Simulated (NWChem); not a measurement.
System: BeHF; SMILES [BeH][F]

NWChem input:

```
start job
memory heap 200 mb stack 900 mb global 1100 mb
geometry units angstroms noautoz
  Be     0.000000     0.000000    -0.776822
  H      0.000000     0.000000    -2.114982
  F      0.000000     0.000000     0.624228
end
basis spherical
  * library def2-svp
end
dft
  xc pbe0
  iterations 150
  mulliken
end
task dft energy
```

Excerpt of the output:

```
             Northwest Computational Chemistry Package (NWChem) 7.3.0
             --------------------------------------------------------

 ORDER OF PRIMARY AXIS IS BEING SET TO 4
 C4V symmetry detected

                             Geometry "geometry" -> ""
                             -------------------------

 Output coordinates in angstroms (scale by  1.889725989 to convert to a.u.)

  No.       Tag          Charge          X              Y              Z
 ---- ---------------- ---------- -------------- -------------- --------------
    1 Be                   4.0000     0.00000000     0.00000000    -0.80509214
    2 H                    1.0000     0.00000000     0.00000000    -2.14325214
    3 F                    9.0000     0.00000000     0.00000000     0.59595786

 Effective nuclear repulsion energy (a.u.)      16.9176974145

      Symmetry information
      --------------------

 Group name             C4v
 Group number             18
 Group order               8
 No. of unique centers     3

                                 NWChem DFT Module
                                 -----------------

 Summary of "ao basis" -> "ao basis" (spherical)
 ------------------------------------------------------------------------------
       Tag                 Description            Shells   Functions and Types
 ---------------- ------------------------------  ------  ---------------------
 Be                         def2-svp                 5        9   3s2p
 H                          def2-svp                 3        5   2s1p
 F                          def2-svp                 6       14   3s2p1d

      Symmetry analysis of basis
      --------------------------

        a1         14
        a2          0
        b1          1
        b2          1
        e          12

            General Information
            -------------------
          SCF calculation type: DFT
          Wavefunction type:  closed shell.
          No. of atoms     :     3
          No. of electrons :    14
           Alpha electrons :     7
            Beta electrons :     7
          Charge           :     0
          Spin multiplicity:     1
          Use of symmetry is: on ; symmetry adaption is: on
          Maximum number of iterations: 150
          AO basis - number of functions:    28
                     number of shells:    14
          Convergence on energy requested:  1.00D-06
          Convergence on density requested:  1.00D-05
          Convergence on gradient requested:  5.00D-04

              XC Information
              --------------
                         PBE0 Method XC Functional
                     Hartree-Fock (Exact) Exchange  0.250
          PerdewBurkeErnzerhof Exchange Functional  0.750
            Perdew 1991 LDA Correlation Functional  1.000 local
           PerdewBurkeErnz. Correlation Functional  1.000 non-local

             Grid Information
             ----------------
          Grid used for XC integration:  medium
          Radial quadrature: Mura-Knowles
          Angular quadrature: Lebedev.
          Tag              B.-S. Rad. Rad. Pts. Rad. Cut. Ang. Pts.
          ---              ---------- --------- --------- ---------
          Be                  1.05       49           7.0       434
          H                   0.35       45           8.0       434
          F                   0.50       49           8.0       434
          Grid pruning is: on
          Number of quadrature shells:   143
          Spatial weights used:  Erf1

      Superposition of Atomic Density Guess
      -------------------------------------

 Sum of atomic energies:        -114.34551725

      Non-variational initial energy
      ------------------------------

 Total energy =    -114.435390
 1-e energy   =    -191.596400
 2-e energy   =      60.243313
 HOMO         =      -0.488335
 LUMO         =       0.020418

      Symmetry analysis of molecular orbitals - initial
      -------------------------------------------------

 !! scf_movecs_sym_adapt:    2 vectors were symmetry contaminated

  Symmetry fudging

 !! scf_movecs_sym_adapt:    2 vectors were symmetry contaminated

  Numbering of irreducible representations:

     1 a1          2 a2          3 b1          4 b2          5 e

  Orbital symmetries:

     1 a1          2 a1          3 a1          4 a1          5 e
     6 e           7 a1          8 a1          9 e          10 e
    11 a1         12 a1         13 e          14 e          15 a1
    16 a1         17 e

     ---------------------------------------------
      Total Density - Mulliken Population Analysis
     ---------------------------------------------

    Atom       Charge   Shell Charges
 -----------   ------   -------------------------------------------------------
    1 Be   4     3.27   2.00  0.64  0.19  0.40  0.05
    2 H    1     1.02   0.64  0.36  0.01
    3 F    9     9.71   1.99  1.15  0.79  3.59  2.19  0.00

   convergence    iter        energy       DeltaE   RMS-Dens  Diis-err
 ---------------- ----- ----------------- --------- --------- ---------
 d= 0,ls=0.0,diis     1   -114.9607727434 -1.32D+02  3.66D-02  4.68D-01
 d= 0,ls=0.0,diis     2   -114.8725073914  8.83D-02  1.99D-02  1.73D+00
 d= 0,ls=0.0,diis     3   -115.0255464654 -1.53D-01  1.38D-03  1.23D-03
 d= 0,ls=0.0,diis     4   -115.0257537872 -2.07D-04  2.87D-04  5.61D-05
 d= 0,ls=0.0,diis     5   -115.0257665618 -1.28D-05  2.28D-05  5.34D-07
 d= 0,ls=0.0,diis     6   -115.0257666276 -6.58D-08  3.30D-06  1.03D-08

         Total DFT energy =     -115.025766627604
      One electron energy =     -193.129539757332
           Coulomb energy =       74.779069095437
    Exchange-Corr. energy =      -13.592993380230
 Nuclear repulsion energy =       16.917697414522

 Numeric. integr. density =       14.000000230302

                  Occupations of the irreducible representations
                  ----------------------------------------------

                     irrep           alpha         beta
                     --------     --------     --------
                     a1                5.0          5.0
                     a2                0.0          0.0
                     b1                0.0          0.0
                     b2                0.0          0.0
                     e                 2.0          2.0

                       DFT Final Molecular Orbital Analysis
                       ------------------------------------

 Vector    5  Occ=2.000000D+00  E=-4.299843D-01  Symmetry=e
              MO Center=  1.0D-16, -3.1D-18,  5.2D-01, r^2= 5.9D-01
   Bfn.  Coefficient  Atom+Function         Bfn.  Coefficient  Atom+Function
  ----- ------------  ---------------      ----- ------------  ---------------
    19      0.483424  3 F  py                18      0.419680  3 F  px
    22     -0.341819  3 F  py                21     -0.296747  3 F  px
     5      0.103450  1 Be py                 4      0.089809  1 Be px
     8     -0.033981  1 Be py                 7     -0.029501  1 Be px

 Vector    6  Occ=2.000000D+00  E=-4.299843D-01  Symmetry=e
              MO Center= -4.7D-16,  5.0D-16,  5.2D-01, r^2= 5.9D-01
   Bfn.  Coefficient  Atom+Function         Bfn.  Coefficient  Atom+Function
  ----- ------------  ---------------      ----- ------------  ---------------
    18      0.483424  3 F  px                19     -0.419680  3 F  py
    21     -0.341819  3 F  px                22      0.296747  3 F  py
     4      0.103450  1 Be px                 5     -0.089809  1 Be py
     7     -0.033981  1 Be px                 8      0.029501  1 Be py

 Vector    7  Occ=2.000000D+00  E=-3.549454D-01  Symmetry=a1
              MO Center=  6.0D-16,  6.8D-17, -1.9D+00, r^2= 1.0D+00
   Bfn.  Coefficient  Atom+Function         Bfn.  Coefficient  Atom+Function
  ----- ------------  ---------------      ----- ------------  ---------------
    10      0.416563  2 H  s                  2      0.310372  1 Be s
     6      0.306876  1 Be pz                11      0.194700  2 H  s
     1     -0.162766  1 Be s                  3      0.088868  1 Be s
    17      0.052887  3 F  s                 20     -0.042642  3 F  pz
     9     -0.041765  1 Be pz                16     -0.025866  3 F  s

 Vector    8  Occ=0.000000D+00  E= 1.418980D-03  Symmetry=e
              MO Center=  2.9D-16, -1.9D-16, -8.2D-01, r^2= 3.8D+00
   Bfn.  Coefficient  Atom+Function         Bfn.  Coefficient  Atom+Function
  ----- ------------  ---------------      ----- ------------  ---------------
     7      0.533889  1 Be px                 8     -0.408792  1 Be py
     4     -0.370145  1 Be px                 5      0.283416  1 Be py
    21     -0.178402  3 F  px                18      0.169721  3 F  px
    22      0.136600  3 F  py                19     -0.129953  3 F  py

 Vector    9  Occ=0.000000D+00  E= 1.418980D-03  Symmetry=e
              MO Center= -8.2D-17, -1.1D-16, -8.2D-01, r^2= 3.8D+00
   Bfn.  Coefficient  Atom+Function         Bfn.  Coefficient  Atom+Function
  ----- ------------  ---------------      ----- ------------  ---------------
     8      0.533889  1 Be py                 7      0.408792  1 Be px
     5     -0.370145  1 Be py                 4     -0.283416  1 Be px
    22     -0.178402  3 F  py                19      0.169721  3 F  py
    21     -0.136600  3 F  px                18      0.129953  3 F  px

 Vector   10  Occ=0.000000D+00  E= 1.882785D-02  Symmetry=a1
              MO Center= -3.9D-15,  8.3D-15, -5.1D-01, r^2= 5.5D+00
   Bfn.  Coefficient  Atom+Function         Bfn.  Coefficient  Atom+Function
  ----- ------------  ---------------      ----- ------------  ---------------
     3      1.343222  1 Be s                 11     -0.740283  2 H  s
    17     -0.354884  3 F  s                 10     -0.218532  2 H  s
     2      0.119732  1 Be s                 16     -0.119362  3 F  s
    20     -0.091925  3 F  pz                23      0.082329  3 F  pz
     1     -0.075613  1 Be s                 15     -0.061384  3 F  s

     ---------------------------------------------
      Total Density - Mulliken Population Analysis
     ---------------------------------------------

    Atom       Charge   Shell Charges
 -----------   ------   -------------------------------------------------------
    1 Be   4     3.49   1.99  0.54  0.09  0.76  0.12
    2 H    1     1.07   0.71  0.35  0.01
    3 F    9     9.44   1.99  1.12  0.82  3.34  2.16  0.00

     -------------------------------------------
      Total Density - Lowdin Population Analysis
     -------------------------------------------

    Atom       Charge   Shell Charges
 -----------   ------   -------------------------------------------------------
    1 Be   4     3.59   1.97  0.46  0.20  0.73  0.23
    2 H    1     1.12   0.63  0.47  0.02
    3 F    9     9.30   1.98  1.02  0.78  3.23  2.29  0.00

     Multipole analysis of the density
     ---------------------------------

     L   x y z        total         alpha         beta         nuclear
     -   - - -        -----         -----         ----         -------
     0   0 0 0     -0.000000     -7.000000     -7.000000     14.000000

     1   1 0 0     -0.000000     -0.000000     -0.000000      0.000000
     1   0 1 0     -0.000000     -0.000000     -0.000000      0.000000
     1   0 0 1     -0.324800     -0.162400     -0.162400      0.000000

     2   2 0 0     -7.389013     -3.694507     -3.694507      0.000000
     2   1 1 0     -0.000000     -0.000000     -0.000000      0.000000
     2   1 0 1     -0.000000     -0.000000     -0.000000      0.000000
     2   0 2 0     -7.389013     -3.694507     -3.694507      0.000000
     2   0 1 1     -0.000000     -0.000000     -0.000000      0.000000
     2   0 0 2    -11.096945    -24.087144    -24.087144     37.077343
```

Level: PBE0/def2-SVP. Structure relaxed at the PBE-D3(BJ)/def2-SVP level.
